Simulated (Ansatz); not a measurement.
`CC1(I)CO1` and `CC1(N)CO1` differ in one atom or group.

Ansatz, PBE0-D4/def2-TZVP geometries, multiplicity 1. Each molecule was computed in one conformer, which needn't be the lowest.

Elements past krypton have def2 core potentials.  Spin–orbit coupling is left out; it splits and shifts lone-pair levels of the heavy atoms by tenths of an eV.

```
                               property  `CC1(I)CO1`
HOMO–LUMO gap (ωB97M-V/def2-TZVPP) / eV        10.56
      LUMO energy (PBE/def2-TZVPP) / eV        -1.80
     LUMO energy (PBE0/def2-TZVPP) / eV        -0.91
    LUMO energy (B3LYP/def2-TZVPP) / eV        -1.16
    HOMO–LUMO gap (PBE/def2-TZVPP) / eV         4.34
  HOMO energy (ωB97M-V/def2-TZVPP) / eV        -9.50
```

Q: Give the same properties after the change, and the shifts. (Estimate.)

A: The calculation gave: 
| property | `CC1(N)CO1` | shift |
| --- | --- | --- |
| HOMO–LUMO gap (ωB97M-V/def2-TZVPP) / eV | 11.99 | 1.43 |
| LUMO energy (PBE/def2-TZVPP) / eV | 0.28 | 2.08 |
| LUMO energy (PBE0/def2-TZVPP) / eV | 1.10 | 2.01 |
| LUMO energy (B3LYP/def2-TZVPP) / eV | 0.73 | 1.89 |
| HOMO–LUMO gap (PBE/def2-TZVPP) / eV | 5.86 | 1.52 |
| HOMO energy (ωB97M-V/def2-TZVPP) / eV | -9.51 | -0.01 |

With PBE0 the HOMO rises by 0.21 eV and the LUMO rises by 2.01 eV, so the gap widens by about 1.80 eV. PBE moves the HOMO by 0.56 eV and ωB97M-V by -0.01 eV. The zero-point energy changes by 72.0 kJ/mol with +6 modes.

Positive LUMOs are unbound, so they and the gaps depend on the basis.

B3LYP here is the variant with VWN-RPA as its local correlation; programs differ in this.
